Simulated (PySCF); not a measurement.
First SCF of a structure search on singlet [SbS2]+, at a hand-made bent geometry. PySCF input:

```python
from pyscf import gto, scf, dft
mol = gto.M(atom='''
Sb     0.000000     0.000000     0.000000
S      1.822300     0.000000     1.276000
S     -1.822300     0.000000     1.276000''',
    basis={'Sb': 'def2-TZVP', 'S': 'def2-TZVP'},
    ecp={'Sb': 'def2-TZVP'},
    charge=1, spin=0)
mf = dft.RKS(mol, xc='PBE0')
mf.grids.atom_grid = (50, 194)
aux = {'Sb': 'def2-universal-JKFIT', 'S': 'def2-universal-JKFIT'}
mf = mf.density_fit(auxbasis=aux)
mf.conv_tol = 1e-08
mf.diis_space = 10
mf.max_cycle = 60
mf.init_guess = 'minao'
mf.verbose = 4
mf.kernel()
```

Excerpt of the output (cycles and frontier levels):

```
init E= -998.215184135208
  HOMO = -0.608783707546926  LUMO = -0.596091315473767  gap/eV = 0.34538
cycle= 1 E= -1033.67859638813  delta_E= -35.5  |g|= 3.25  |ddm|= 15.3
  HOMO = -0.36154831584296  LUMO = -0.166203109188618  gap/eV = 5.31561
cycle= 2 E= -1030.13888893331  delta_E= 3.54  |g|= 5.35  |ddm|= 7.89
  HOMO = -0.433773878852357  LUMO = -0.418793406694199  gap/eV = 0.40764
cycle= 3 E= -1035.87116873015  delta_E= -5.73  |g|= 0.713  |ddm|= 3.62
  HOMO = -0.452592857255033  LUMO = -0.435101741802487  gap/eV = 0.47596
cycle= 4 E= -1035.98156984983  delta_E= -0.11  |g|= 0.421  |ddm|=  1.4
  HOMO = -0.495013932002668  LUMO = -0.443574706194532  gap/eV = 1.39973
cycle= 5 E= -1036.03243646117  delta_E= -0.0509  |g|= 0.125  |ddm|= 0.549
  HOMO = -0.485675384567398  LUMO = -0.433066011658342  gap/eV = 1.43157
cycle= 6 E= -1036.03674809212  delta_E= -0.00431  |g|= 0.0265  |ddm|= 0.154
  HOMO = -0.485013276540804  LUMO = -0.431632517288925  gap/eV = 1.45256
cycle= 7 E= -1036.03695961135  delta_E= -0.000212  |g|= 0.0105  |ddm|= 0.0329
  HOMO = -0.485590127214654  LUMO = -0.432168855119962  gap/eV = 1.45367
cycle= 8 E= -1036.03698499257  delta_E= -2.54e-05  |g|= 0.00522  |ddm|= 0.0107
  HOMO = -0.48579914167789  LUMO = -0.432301093123306  gap/eV = 1.45576
cycle= 9 E= -1036.03699486273  delta_E= -9.87e-06  |g|= 0.000684  |ddm|= 0.00651
  HOMO = -0.485801315752591  LUMO = -0.432286794414975  gap/eV = 1.45620
cycle= 10 E= -1036.03699501851  delta_E= -1.56e-07  |g|= 0.000241  |ddm|= 0.0011
  HOMO = -0.485802724981394  LUMO = -0.432283030088507  gap/eV = 1.45635
cycle= 11 E= -1036.03699503824  delta_E= -1.97e-08  |g|= 6.13e-05  |ddm|= 0.000377
  HOMO = -0.485801230490889  LUMO = -0.432282466801246  gap/eV = 1.45632
cycle= 12 E= -1036.03699503966  delta_E= -1.41e-09  |g|= 7.04e-06  |ddm|= 7.45e-05
  HOMO = -0.485800785748477  LUMO = -0.432283042076299  gap/eV = 1.45629
Extra cycle  E= -1036.03699503961  delta_E= 5.05e-11  |g|= 1.41e-05  |ddm|= 2.18e-05
converged SCF energy = -1036.03699503961
```

No lower solution of this spin was found by a stability analysis within the restricted form, which does not test spin polarisation.

The search for the lowest solution, with the stability check, took 13 s on 2 threads of a shared Intel Xeon @ 2.70GHz host, with 124 basis functions; the process peaked at 0.38 GiB.
